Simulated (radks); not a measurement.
All-electron atom: Mo+ in [Kr] 4d5. Method: Dirac Kohn-Sham, PBEsol, spin-unpolarised, spherical densities, finite nucleus; open shells are shared between the two j in proportion to 2j + 1; Fermi nuclear charge, rms radius 4.4091 fm; computed with a radial shooting solver on a logarithmic mesh with Libxc functionals.

Spin-orbit splittings of the eigenvalues, e(l+1/2) - e(l-1/2), with zeta = 2 splitting/(2l+1) and mean radii in bohr:

| shell | occ. | splitting (eV) | zeta (eV) | <r> j=l-1/2 | <r> j=l+1/2 |
|---|---|---|---|---|---|
| 2p | 6 | 106.5 | 70.97 | 0.1308 | 0.1354 |
| 3p | 6 | 17.53 | 11.69 | 0.4236 | 0.4341 |
| 3d | 10 | 3.321 | 1.328 | 0.4134 | 0.4169 |
| 4p | 6 | 2.487 | 1.658 | 1.218 | 1.249 |
| 4d | 5 | 0.2160 | 0.08639 | 1.876 | 1.899 |
